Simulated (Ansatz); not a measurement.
`C[SiH2]C1=NC1` + `[SH][SbH2]` → `C[SiH2][SbH][SH]` + `C1=NC1`  (formal exchange of groups at the Si–C bond)

Program: Ansatz. Geometries: PBE0-D4/def2-TZVP. ΔE: electronic, gas phase. CCSD(T)/CBS adds triple-zeta CCSD(T) − MP2 to the extrapolated MP2 energy (def2 sets, frozen cores). DFT in def2-TZVPP. B3LYP here is the variant with VWN-RPA as its local correlation; programs differ in this. HSE06 is defined as in plane-wave codes. def2 core potentials past Kr. For Sb outer-core shells are correlated without core-valence functions, which leaves a few kJ/mol of doubt a bond. One conformer a species, not always the lowest.

```tsv
level	ΔE (kcal/mol)	difference from CCSD(T)/CBS
LDA (SPW92)	-3.4	0.2
PBE-D4	-4.2	-0.6
revPBE-D4	-3.8	-0.2
BLYP-D4	-2.6	1.0
r2SCAN-D4	-2.5	1.1
B97M-V	-0.5	3.1
PBE0-D4	-4.1	-0.5
B3LYP-D4	-2.7	0.9
r2SCANh-D4	-2.8	0.8
HSE06-D4	-4.2	-0.6
BHLYP-D4	-2.8	0.8
ωB97X-V	-2.2	1.4
ωB97M-V	-2.3	1.3
B2PLYP	-1.6	2.0
PBE-QIDH	-3.2	0.4
PBE	-3.2	0.4
BLYP	-0.8	2.8
r2SCAN	-2.3	1.3
PBE0	-3.2	0.4
r2SCANh	-2.5	1.1
r2SCAN0	-2.8	0.8
HSE06	-3.3	0.3
BHLYP	-0.8	2.8
CAM-B3LYP	-0.4	3.2
LC-ωPBE	-2.1	1.5
HF/def2-SVP	-1.4	2.2
MP2/def2-SVP	-2.6	1.0
CCSD/def2-SVP	-2.4	1.2
CCSD(T)/def2-SVP	-2.5	1.1
HF/def2-TZVPP	0.0	3.6
MP2/def2-TZVPP	-2.9	0.7
SCS-MP2/def2-TZVPP	-1.7	1.9
CCSD/def2-TZVPP	-1.7	1.9
CCSD(T)/def2-TZVPP	-2.1	1.5
HF/def2-QZVPP	0.3	3.9
MP2/def2-QZVPP	-3.7	-0.1
SCS-MP2/def2-QZVPP	-2.4	1.2
HF/CBS(def2)	0.3	3.9
MP2/CBS(def2)	-4.4	-0.8
CCSD/CBS(def2)	-3.2	0.4
CCSD(T)/CBS	-3.6	0
```

Largest T1 diagnostic among the species: 0.013.

In def2-TZVPP, CCSD(T) changes the Hartree–Fock value by −2.2 kcal/mol (the triples alone add −0.4 kcal/mol) and MP2 by −3.0 kcal/mol. At CCSD(T), def2-SVP lies +1.1 kcal/mol from the extrapolated value and def2-TZVPP +1.5 kcal/mol. Leaving LDA and LC-ωPBE aside and taking each functional with its dispersion term where it has one, the values spread over 3.7 kcal/mol, from PBE-D4 to B97M-V.

CCSD(T)/CBS has its own doubt, a few kJ/mol and more with outer-core shells, so smaller differences from it don't rank the levels.
